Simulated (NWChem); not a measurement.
System: BeF2; SMILES [F][Be][F]

Results from NWChem. The geometry was optimised at PBE0-D3(BJ)/def2-TZVP. Field at 589 nm.

For level B3LYP/def2-SVP:

isotropic polarisability (bohr³): 9.2
anisotropy (bohr³): 6.6

Q: Estimate the same quantities for level B3LYP/def2-SVPD.

A: The isotropic polarisability (bohr³) is 13.7 and the anisotropy (bohr³) comes out as 4.1.
